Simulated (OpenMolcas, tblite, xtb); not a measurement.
**How methods differ on CH4OSn (SMILES O=[CH][SnH3])**

CH4OSn: 7 atoms, total charge 0, spin state singlet. As SMILES, `O=[CH][SnH3]`. Geometry: a GFN2-xTB relaxation, a rough one for these elements and not checked as a minimum.

Quantity: the dipole moment, in D. The values are calculated.

| level | kind | program | value (D) | CPU time |
| --- | --- | --- | --- | --- |
| GFN2-xTB | semi-empirical | tblite | 1.66 | under 2 s |
| GFN0-xTB | semi-empirical | xtb | 1.69 | under 2 s |
| GFN1-xTB | semi-empirical | xtb | 2.81 | under 2 s |
| IPEA1-xTB | semi-empirical | tblite | 2.32 | under 2 s |
| HF/STO-3G | Hartree–Fock | OpenMolcas | 1.44 | 2.8 s |
| HF/3-21G | Hartree–Fock | OpenMolcas | 2.19 | 3.5 s |
| HF/def2-SVP (core potential) | Hartree–Fock | OpenMolcas | 2.27 | 6.2 s |
| PBE/def2-TZVP (core potential) | GGA | OpenMolcas | 1.53 | 95 s |
| PBE0/def2-SVP (core potential) | global hybrid | OpenMolcas | 1.67 | 24 s |
| TPSSh/def2-SVP (core potential) | hybrid meta-GGA | OpenMolcas | 1.55 | 37 s |

All-electron rows without a relativistic Hamiltonian named are non-relativistic, while core potentials hold scalar relativity, so basis and relativity change together. The values span 1.44 to 2.81 D. Sets without polarisation functions give poor dipoles. CPU times are rough (shared hosts, several kinds of processor): they show what a rung costs within a factor of a few.
